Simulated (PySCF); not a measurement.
Species: C7H10OP (charge +1).
Z-matrix (Å and degrees, PBE0-D3(BJ)/def2-SVP geometry), rows numbered from 1:
```
C 
C   1  1.5051
C   2  1.5137  1  120.99
P   3  1.8038  2   66.01  1  -111.67
C   4  1.7476  2  122.21  3   102.14
C   5  1.3776  4  132.06  2  -107.15
C   6  1.4166  5  105.59  4  -178.87
C   7  1.3702  6  106.08  5     0.35
O   8  1.3371  7  111.01  6    -0.14
H   1  1.1011  2  108.75  3   -78.39
H   1  1.0982  2  111.09  3   162.67
H   1  1.1001  2  112.35  3    40.59
H   2  1.0979  1  115.71  3   145.78
H   3  1.0962  2  117.85  4   107.32
H   3  1.0951  2  118.58  4  -107.36
H   4  1.4077  2  114.45  3  -101.24
H   6  1.0890  5  126.98  4     1.11
H   7  1.0879  6  127.25  5  -179.68
H   8  1.0884  7  132.86  6  -179.97
```

Definitions: NICS(0) = −σiso at the ring centroid; NICS(1) = −σiso and NICS(1)zz = −σzz at ±1 Å along the ring normal z. Level: GIAO B3LYP/pcSseg-1 (PySCF, non-relativistic, gas phase) on the PBE0-D3(BJ)/def2-SVP geometry, one conformer.

Ring bond lengths (Å): C2–C3 1.514, C3–P4 1.804, P4–C2 1.823; C5–C6 1.378, C6–C7 1.417, C7–C8 1.370, C8–O9 1.337, O9–C5 1.358.

Question: What do the NICS probes read (ppm)?

Answer: 
| ring | type | NICS(0) | NICS(1), two faces | NICS(1)zz, two faces | rms pucker (Å) | centre to ring atoms, mean (Å) |
| --- | --- | --- | --- | --- | --- | --- |
| C2–C3–P4 | 3-membered ring with P; formal bonds all single | -32.8 | -8.5 / -7.8 | -17.9 / -16.4 | 0.00 | 0.99 |
| C5–C6–C7–C8–O9 | 5-membered ring with O; formal bonds all aromatic | -12.0 | -10.6 / -10.8 | -26.4 / -26.2 | 0.00 | 1.17 |

Question: What do they say, and how far can they be read as aromaticity?

Answer: 
- C2–C3–P4: mean NICS(1)zz -17.1 ppm, shielded. C2, C3, P4 have four or more neighbours, and the NICS criterion for π rings isn't applied. NICS(0) lies 25 ppm below the mean NICS(1).
- C5–C6–C7–C8–O9: mean NICS(1)zz -26.3 ppm, shielded, aromatic by this magnetic criterion (flat ring, no four-coordinate atom).

Question: What does the geometric index give? HOMA takes Krygowski's 1993 parameters.

Answer: 
- C5–C6–C7–C8–O9: HOMA 0.50; the largest term is that of O9–C5, α(R − Ropt)² = 1.35.

Question: What field does 14.1 T along the ring normal induce along that normal at the second NICS(1) probe listed for ring C2–C3–P4, 1 Å off the ring?

Answer: NICSzz × B0 = -16.4 ppm × 14.1 T = -231 μT, against the applied field.

Question: What are the shieldings of the ring atoms and their hydrogens in the same run (means over atoms taken as equivalent)?

Answer: 
| atoms | environment | σ isotropic (ppm) | principal values of the symmetric part, first atom (ppm) |
| --- | --- | --- | --- |
| C2 | sp3 carbon bound to phosphorus | 147.3 | 101.2, 158.7, 182.0 |
| C3 | sp3 carbon bound to phosphorus | 159.4 | 133.9, 158.7, 185.6 |
| P4 | phosphonium phosphorus | 483.6 | 324.8, 377.1, 748.7 |
| C5 | substituted aromatic carbon | 53.9 | -6.3, 73.2, 94.7 |
| C6 | aromatic CH carbon | 35.8 | -62.1, 20.8, 148.6 |
| C7 | aromatic CH carbon | 57.1 | -22.8, 39.9, 154.2 |
| C8 | aromatic CH next to a ring oxygen | 13.8 | -67.1, 8.5, 100.0 |
| O9 | furan-type oxygen | 8.6 | -138.7, -73.5, 237.9 |
| H13 | methine hydrogen | 28.48 | 23.3, 27.0, 35.1 |
| H14 | methylene hydrogen | 28.92 | 24.2, 25.4, 37.2 |
| H15 | methylene hydrogen | 28.55 | 23.3, 25.4, 37.0 |
| H16 | P–H hydrogen | 26.24 | 19.5, 23.7, 35.6 |
| H17 | aromatic hydrogen | 23.55 | 21.0, 22.1, 27.5 |
| H18 | aromatic hydrogen | 24.18 | 21.6, 24.7, 26.2 |

The list is cut; further classes of hydrogen are left out.

Question: How do the values depend on the level or the medium?

Answer: 
| level | NICS(0), C2–C3–P4 | mean NICS(1)zz, C2–C3–P4 | NICS(0), C5–C6–C7–C8–O9 | mean NICS(1)zz, C5–C6–C7–C8–O9 |
| --- | --- | --- | --- | --- |
| B3LYP/pcSseg-1, gas | -32.8 | -17.1 | -12.0 | -26.3 |
| PBE0/pcSseg-1, gas | -33.7 | -17.6 | -12.3 | -26.7 |
| PBE0/pcSseg-1, IEF-PCM dichloromethane | -33.6 | -17.5 | -12.2 | -26.9 |
| PBE0/pcSseg-1, IEF-PCM methanol | -33.6 | -17.5 | -12.2 | -26.9 |

The geometry is the same throughout; the continuum's cavity takes Bondi-type radii × 1.2.

Hardware: Arm Neoverse V1, one thread, no GPU, shared host with 32 logical CPUs at a one-minute load of 48. Cost: 35 s wall, 1.1 GiB resident at most. This is the whole shielding run at B3LYP/pcSseg-1, SCF included.
